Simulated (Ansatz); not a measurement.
`C[NH][Ga]([F])[Cl]` + NH₃ → `C[NH][Ga]([NH2])[F]` + HCl at 600 K and 1 bar (ligand exchange at a Ga–Cl bond).

Computed with Ansatz on PBE0-D4/def2-TZVP structures; ΔE is electronic, products minus reactants. CBS: MP2 limit from def2 TZ/QZ plus the TZ coupled-cluster correction, frozen cores. This one scheme is used for every species. For Ga outer-core shells are correlated without core-valence functions, which leaves a few kJ/mol of doubt a bond. Scalar relativity is left out up to krypton. One conformer a species, not always the lowest.

```
              species  CCSD(T)/CBS energy (Eh)  H − E (kJ/mol)  S (J/(mol·K))
 `C[NH][Ga]([F])[Cl]`              -2578.78710           210.7          452.8
                  NH₃                -56.50880           112.4          219.5
`C[NH][Ga]([NH2])[F]`              -2174.88459           281.3          474.9
                  HCl               -460.38127            35.4          207.2
```

H − E and S are ideal-gas, rigid-rotor, harmonic terms from PBE0-D4/def2-TZVP, for one conformer and one mirror image of each species. 1 Eh = 2625.50 kJ/mol, R = 8.31446 J/(mol·K).

Problem. By hand: ΔE, ΔH, ΔS and ΔG.

Solution. ΔE = (-2174.88459) + (-460.38127) − (-2578.78710) − (-56.50880) = 0.03004 Eh = 78.9 kJ/mol. Δ(H − E) = 281.3 + 35.4 − 210.7 − 112.4 = -6.4, so ΔH = 72.5 kJ/mol. ΔS = 474.9 + 207.2 − 452.8 − 219.5 = 9.8 J/(mol·K). ΔG = 72.5 − 600 × (9.8)/1000 = 66.6 kJ/mol.

Problem. By hand: the equilibrium constant, and the temperature at which ΔG would vanish if ΔH and ΔS stayed fixed.

Solution. log₁₀ K = −ΔG/(RT ln 10) = -5.8. ΔG = 0 at ΔH/ΔS = 7398 K, far beyond where these terms or the molecules hold.

The number of gas molecules stays the same, so ΔS is small and ΔH decides. A doubt of 5 kJ/mol in ΔE shifts log₁₀ K by 0.4 here. Other conformers and mirror images would add mixing entropy, several J/(mol·K) or more a flexible species. These are equilibria of isolated gas molecules and say nothing of rates. Largest T1 diagnostic: 0.013 (customary marks: 0.02 for closed shells, 0.045 for open ones).
